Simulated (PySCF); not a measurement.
Job file and geometry (Å, from PBE0-D3(BJ)/def2-SVP) of an NMR shielding run on `C=CCP([SiH3])CCC#N`, C6H12NPSi, GIAO PBE0/pcSseg-1 NMR shielding, non-relativistic, gas phase (PySCF); density fitting, a coarse starting grid and PySCF grid level 2 are the driver's defaults:

```
$ OMP_NUM_THREADS=1 python probes_run.py task.json out

{"job": {"kind": "nmr", "xc": "PBE0", "basis": "pcSseg-1"}, "charge": 0, "multiplicity": 1}
C     -2.775314    -1.463384    -0.405418
C     -2.542117    -0.394464     0.360102
C     -1.787269     0.818133    -0.073976
P     -0.143931     0.913781     0.835635
Si     0.728679     2.695415    -0.249721
C      0.765058    -0.449017    -0.066324
C      2.137302    -0.718671     0.552856
C      2.826624    -1.829080    -0.094052
N      3.351037    -2.714827    -0.622426
H     -2.438853    -1.505347    -1.446488
H     -3.319866    -2.330049    -0.022436
H     -2.890789    -0.395295     1.400232
H     -1.637155     0.823767    -1.165981
H     -2.338801     1.734114     0.198241
H     -0.001635     3.928588     0.171301
H      0.620638     2.536434    -1.735904
H      2.171711     2.832500     0.116937
H      0.131089    -1.346000     0.026937
H      0.862858    -0.239992    -1.144473
H      2.036105    -0.947715     1.626348
H      2.786197     0.170499     0.485926
```

Q: What does the program print?

A: 
```
coarse grid: 18272 points
cycle   1  E = -920.6329449657  dE =  7.055e-01  |g| = 4.969e-01  |ddm| = 4.155e+00
cycle   2  E = -920.4916418787  dE =  1.413e-01  |g| = 9.475e-01  |ddm| = 1.208e+00
cycle   3  E = -920.6913998663  dE = -1.998e-01  |g| = 1.619e-01  |ddm| = 7.987e-01
cycle   4  E = -920.6970809105  dE = -5.681e-03  |g| = 4.662e-02  |ddm| = 1.533e-01
cycle   5  E = -920.6976044897  dE = -5.236e-04  |g| = 1.120e-02  |ddm| = 6.199e-02
cycle   6  E = -920.6976393862  dE = -3.490e-05  |g| = 2.668e-03  |ddm| = 1.675e-02
cycle   7  E = -920.6976408756  dE = -1.489e-06  |g| = 1.016e-03  |ddm| = 3.211e-03
final grid: 166560 points
cycle   8  E = -920.7516794443  dE = -3.455e-05  |g| = 8.223e-03  |ddm| = 3.203e-02
cycle   9  E = -920.7516703788  dE =  9.065e-06  |g| = 1.010e-02  |ddm| = 1.669e-02
cycle  10  E = -920.7516968845  dE = -2.651e-05  |g| = 1.305e-03  |ddm| = 1.007e-02
cycle  11  E = -920.7516973025  dE = -4.180e-07  |g| = 3.330e-04  |ddm| = 1.343e-03
cycle  12  E = -920.7516973290  dE = -2.644e-08  |g| = 1.063e-04  |ddm| = 4.125e-04
cycle  13  E = -920.7516973314  dE = -2.394e-09  |g| = 5.221e-05  |ddm| = 1.367e-04
cycle  14  E = -920.7516973319  dE = -5.277e-10  |g| = 1.906e-05  |ddm| = 4.565e-05
converged SCF energy = -920.7516973319

GIAO shielding tensors (ppm)
atom      isotropic    diamagn.    paramagn.     s11        s22        s33       span
  0 C       58.269     255.319    -197.050    -56.758     77.716    153.849    210.607
  1 C       41.580     257.268    -215.688    -76.579     47.735    153.584    230.163
  2 C      150.000     254.960    -104.960    136.624    149.471    163.905     27.282
  3 P      444.590     969.723    -525.133    369.764    442.153    521.854    152.090
  4 Si     415.134     881.205    -466.072    359.697    418.977    466.726    107.029
  5 C      161.730     258.004     -96.274    140.468    168.869    175.852     35.383
  6 C      168.737     247.976     -79.240    153.113    168.331    184.765     31.652
  7 C       60.418     258.634    -198.216    -60.038    -52.932    294.223    354.260
  8 N      -38.048     339.081    -377.129   -207.070   -205.562    298.488    505.558
  9 H       25.919      32.422      -6.503     21.661     25.391     30.704      9.043
 10 H       25.781      28.408      -2.627     22.575     24.935     29.833      7.258
 11 H       25.348      30.690      -5.342     22.621     25.375     28.049      5.428
 12 H       29.134      34.430      -5.295     24.762     28.843     33.797      9.035
 13 H       28.876      31.621      -2.745     23.575     27.757     35.295     11.720
 14 H       27.227      29.211      -1.984     23.649     24.823     33.209      9.560
 15 H       27.409      30.015      -2.606     24.237     25.634     32.357      8.120
 16 H       27.223      29.371      -2.148     23.491     25.727     32.451      8.960
 17 H       29.400      36.257      -6.857     23.270     30.568     34.363     11.093
 18 H       29.940      36.128      -6.189     25.766     29.787     34.266      8.499
 19 H       29.278      28.399       0.879     23.757     29.419     34.658     10.902
 20 H       29.339      28.795       0.544     23.039     30.828     34.150     11.111
```

Size and cost of the density-fitted run: 227 basis functions, 50 s wall time on 1 thread of an Arm Neoverse V2, shared host; peak memory 1.1 GiB.
